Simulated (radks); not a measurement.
Q: The table gives one normalised radial function P(r) = r R(r) (large component) of S3+ in [Ne] 3s2 3p1 (r in bohr). Method: Dirac Kohn-Sham, PBE, spin-unpolarised, spherical densities, finite nucleus; open shells fill j = l - 1/2 first; Fermi nuclear charge, rms radius 3.2611 fm; computed with a radial shooting solver on a logarithmic mesh with Libxc functionals.

r,P
0.01153,0.0058
0.01465,0.0090
0.01863,0.0139
0.02349,0.0211
0.02986,0.0321
0.03796,0.0484
0.04788,0.0710
0.06086,0.1033
0.07737,0.1466
0.09758,0.1994
0.124,0.2635
0.1577,0.3304
0.1989,0.3858
0.2528,0.4140
0.3214,0.3877
0.4053,0.2889
0.5152,0.1008
0.655,-0.1612
0.8327,-0.4525
1.05,-0.6966
1.335,-0.8354
1.697,-0.8009
2.14,-0.6187
2.721,-0.3714
3.459,-0.1664
4.362,-0.0539
5.545,-0.0107

Which n and l does it have? It may be an empty orbital.

A: n = 3, l = 1: the number of nodes gives n - l - 1 = 1, the rise at small r points to l (for j = l - 1/2 the large component starts outside the nucleus as r^gamma with gamma = sqrt(l^2 - (Z/c)^2) = 0.99 and the r^(l+1) term takes over further out; the orbital of l - 1 with the same j starts with the same power, but with a larger coefficient, and does not steepen), and the extent must fit the shell. The curve is that of 3p1/2; the two j differ most near the nucleus, where j = l - 1/2 has the larger amplitude, and in heavy atoms j = l - 1/2 is also the more compact. 3p1/2: eigenvalue -40.349 eV, 1 radial node at r = 0.569 bohr, <r> = 1.66 bohr, 90 % of the charge inside 2.50 bohr.
